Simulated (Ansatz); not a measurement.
Ansatz (a first-principles code) input:
A basis named .json is the Basis Set Exchange file of that set.

Ansatz 0.2 input:
```yaml
crystal:
  periodic: [false, false, false]
  atoms:
    - {symbol: Si, position_ang: [-0.80975683, -0.08487436, -0.38929348]}
    - {symbol: C, position_ang: [-1.80513029, 1.48571223, -0.80185736]}
    - {symbol: C, position_ang: [-1.81533946, -0.94533836, 0.98644362]}
    - {symbol: N, position_ang: [0.75546583, 0.23273508, -0.02452919]}
    - {symbol: Si, position_ang: [2.29234032, -0.24978499, 0.26911970]}
    - {symbol: H, position_ang: [-1.05084489, -0.97691624, -1.59486668]}
    - {symbol: H, position_ang: [-2.84451770, 1.25608265, -1.06142513]}
    - {symbol: H, position_ang: [-1.35008697, 2.01293920, -1.64477726]}
    - {symbol: H, position_ang: [-1.80725529, 2.16925319, 0.05296796]}
    - {symbol: H, position_ang: [-2.85508161, -1.12027350, 0.68743500]}
    - {symbol: H, position_ang: [-1.36698948, -1.91020677, 1.23953221]}
    - {symbol: H, position_ang: [-1.81781974, -0.33482866, 1.89490532]}
    - {symbol: H, position_ang: [2.94268691, -1.15679136, -0.75724462]}
    - {symbol: H, position_ang: [3.28616380, 0.88348699, 0.37220616]}
    - {symbol: H, position_ang: [2.54213387, -1.00890321, 1.55788680]}
basis:
  gaussian:
    orbitals: aug-cc-pV_D+d_Z.json
total_charge: -1
magnetization: {spin_polarized: false}
correlation: {method: ccsd_t, electrons: outside_noble_gas}
output: {forces: true}
```

### Question
What final total energy does it print?

### Answer
-714.77492 Eh (CCSD(T)/aug-cc-pV(D+d)Z). The basis has 223 functions.

It need not be the lowest isomer of its formula. Whether it binds its extra electron was not tested at this geometry.
